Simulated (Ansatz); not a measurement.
```xyz
2

Ni    0.0000    0.0000    0.0000
O     0.0000    0.0000    2.4406
```

Basis set: pcseg-2 (spherical functions). Charge 0, multiplicity 3.

Computed with Ansatz (development build ahead of 0.2.0); each method stands on the lowest determinant of its kind that the runs found.

Problem. Give the atomization energy at this shape (free ground-state atoms in the same class of orbitals less the molecule, no zero-point energy) of triplet NiO by PBE (unrestricted), PBE0 (unrestricted), UHF.

Solution.

```
             method  atomization energy
 PBE (unrestricted)      47.03 kcal/mol
PBE0 (unrestricted)      31.18 kcal/mol
                UHF     -10.58 kcal/mol
```

Caution: the shape is not the minimum. Caution for PBE (unrestricted), PBE0 (unrestricted): the unrestricted determinant is spin contaminated. Caution for UHF: the unrestricted determinant is a mixture of spin states.
